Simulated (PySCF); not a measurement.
**Basis and Hamiltonian dependence of the ionisation energy of Ru+**

Ru+ [Kr] 4d7 (4F) → Ru(2+) [Kr] 4d6 (5D). All values are computed (PySCF 2.14, energy differences of UHF-based or UKS calculations, no spin-orbit coupling). Values in eV.

| basis | Hamiltonian | functions | UHF | r2SCAN | PBE0 | MP2 (valence) | CCSD(T) (valence) | CCSD(T) (valence and next inner shell) |
| --- | --- | --- | --- | --- | --- | --- | --- | --- |
| def2-SVP with the def2 core potential (28 electrons) | ECP | 31 | 14.911 | n/a | 16.740 | 15.796 | n/a | n/a |
| x2c-SVPall | spin-free X2C | 53 | 14.945 | n/a | n/a | 15.993 | n/a | n/a |
| aug-cc-pVDZ-PP with ECP28MDF | ECP | 54 | 14.910 | 16.580 | 16.726 | 16.145 | 16.174 | n/a |
| def2-TZVPPD with the def2 core potential (28 electrons) | ECP | 56 | 14.972 | 16.618 | 16.762 | 16.329 | 16.332 | 16.339 |
| cc-pVTZ-PP with ECP28MDF | ECP | 63 | 14.880 | 16.546 | n/a | 16.267 | n/a | n/a |
| x2c-TZVPall | spin-free X2C | 63 | 14.908 | 16.758 | n/a | 15.973 | n/a | n/a |
| def2-QZVPPD with the def2 core potential (28 electrons) | ECP | 88 | 14.979 | 16.639 | 16.773 | 16.424 | 16.423 | 16.432 |
| aug-cc-pVTZ-PP with ECP28MDF | ECP | 88 | 14.880 | 16.556 | 16.688 | 16.326 | 16.329 | n/a |
| cc-pwCVTZ-PP with ECP28MDF | ECP | 97 | 14.878 | 16.544 | 16.684 | 16.310 | n/a | n/a |
| aug-cc-pVTZ-PP with one added diffuse shell each of s, p, d, f, g type with ECP28MDF | ECP | 113 | 14.880 | 16.558 | 16.688 | 16.328 | n/a | n/a |
| x2c-QZVPPall | spin-free X2C | 118 | 14.909 | 16.735 | 16.759 | 16.394 | n/a | n/a |
| aug-cc-pwCVTZ-PP with ECP28MDF | ECP | 122 | 14.879 | 16.554 | 16.685 | 16.375 | n/a | n/a |
| aug-cc-pwCVTZ-DK | spin-free X2C | 136 | 14.905 | n/a | n/a | n/a | n/a | n/a |

Problem. Estimate the row for ANO-RCC-VTZP (spin-free X2C, 68 functions).

Solution. From the rows with the same Hamiltonian and similar size; the calculation gives UHF 14.92; r2SCAN 16.75; PBE0 16.77; MP2 (valence) 16.34; CCSD(T) (valence) 16.34; CCSD(T) (valence and next inner shell) 16.39 (eV).

Frozen in the all-electron rows: valence: [Kr]; valence and next inner shell: [Ar] 3d10; with a core potential, the same shells as far as they lie outside it.

Between the lowest levels the reference is 16.76 ± 0.06 eV (semi-empirical (NIST evaluation); NIST Atomic Spectra Database, ionization energies); it includes spin-orbit coupling, which these numbers lack.
